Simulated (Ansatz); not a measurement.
Cost and result up the ladder for the cluster PSe₃ (4 atoms). The state is a doublet with charge 0. Geometry: r2SCAN-D4/def2-SVP.

```
atom   x (Å)   y (Å)   z (Å)
  P1  -0.473   0.492   0.301
 Se2   0.330   2.193  -0.655
 Se3  -0.693  -1.506  -0.757
 Se4   0.836  -1.179   1.111
```

Ansatz on 4 threads of Intel Xeon 6975P-C on a shared host. Times are rough, and most runs start from the orbitals of an earlier one. PBE0-D4/def2-TZVPD serves as the yardstick here, not as an exact answer. Differences are given only for rows in sets of like size (and for xTB, whose basis is part of the method), since another set adds its own error. Binding counts from free atoms at the same level (P quartet, Se triplet; other spins of the atoms weren't run), without zero-point energy or a counterpoise term.

The 6-31G sets use Cartesian d functions. B3LYP takes the VWN-RPA correlation. Correlated methods freeze 32 core orbitals; core or outer-core shells of Se are correlated, in sets that lack core-valence functions. The rows differ in basis, and correlated rows in double-zeta sets carry the largest basis error. HOMO above LUMO, or a gap near zero within one spin, warns that the state may not be the lowest or that an electron is smeared out. The structure comes from a short search, and lower isomers may exist.

Correlated methods converge slowly with the basis, most of all in double-zeta sets.

```
                           level  functions  binding energy per atom (eV)  difference from PBE0-D4/def2-TZVPD (eV)                        remarks
                 PBE-D4/def2-SVP        114                          2.44                                        –  gap within one spin near zero
             r2SCAN-D4/def2-TZVP        181                          2.33                                     0.02                              –
                PBE0-D4/def2-SVP        114                          2.20                                        –                              –
              PBE0-D4/def2-TZVPD        214                          2.30                                     0.00                              –
              PBE-QIDH/def2-TZVP        181                          2.16                                    -0.15                              –
               RPA@PBE/def2-TZVP        181                          1.92                                    -0.39                              –
                        HF/6-31G        100                         -0.22                                        –                              –
             revPBE-D4/def2-TZVP        181                          2.39                                     0.09                              –
            r2SCANh-D4/def2-TZVP        181                          2.26                                    -0.05                              –
BHLYP-D4/def2-TZVP (with forces)        181                          2.00                                    -0.31                              –
                  B3LYP-D4/6-31G        100                          1.50                                        –                              –
            r2SCAN-D4/def2-TZVPD        214                          2.33                                     0.03                              –
                CCSD(T)/def2-SVP        114                          1.65                                        –                              –
               PBE0-D4/def2-TZVP        181                          2.30                                    -0.01                              –
```

Problem. Estimate how long each takes.

Solution. PBE-D4/def2-SVP 1.1 s; HF/6-31G 1.5 s; B3LYP-D4/6-31G 1.6 s; revPBE-D4/def2-TZVP 1.8 s; PBE0-D4/def2-SVP 1.9 s; RPA@PBE/def2-TZVP 3.3 s; PBE0-D4/def2-TZVP 4.5 s; r2SCAN-D4/def2-TZVP 4.7 s; r2SCAN-D4/def2-TZVPD 6 s; PBE0-D4/def2-TZVPD 6 s; BHLYP-D4/def2-TZVP (with forces) 6 s; r2SCANh-D4/def2-TZVP 6.5 s; PBE-QIDH/def2-TZVP 8 s; CCSD(T)/def2-SVP 8.5 s. On shared hardware such times vary by a factor of up to 3.
